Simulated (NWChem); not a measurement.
Species: CaCl$_{2}$; SMILES [Cl][Ca][Cl]

Computed with NWChem. Geometry: optimised at PBE0-D3(BJ)/def2-TZVP.

Question: Order these by “orbital gap (eV)”, lowest first: Hartree-Fock/def2-TZVP; Hartree-Fock/STO-3G; Hartree-Fock/def2-SVP.

Answer: Hartree-Fock/def2-SVP (11.15), Hartree-Fock/def2-TZVP (11.37), Hartree-Fock/STO-3G (11.95)
